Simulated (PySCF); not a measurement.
CH4Sn, SMILES [CH3][SnH] (connectivity only; charge and spin as stated), neutral, multiplicity 1.

The structure is a stationary point at r2SCAN-D4/def2-TZVP. The def2 effective core potentials stand for the cores of Sn; spin–orbit coupling is left out.

Method: PBE/def2-TZVPD (PySCF).

Computed frontier levels, gap, dipole moment and polarisability:
* **highest occupied level**: -5.29 eV
* **lowest empty level**: -3.39 eV
* **orbital gap**: 1.90 eV
* **dipole moment**: 0.60 D
* **quadrupole, principal values (traceless, Buckingham form, about the centre of nuclear charge)**: -4.13, -2.29, 6.41 D·Å
* **mean static polarisability**: 64.3 bohr³ (9.53 Å³)
* **polarisability, principal values**: 51.0, 64.5, 77.5 bohr³
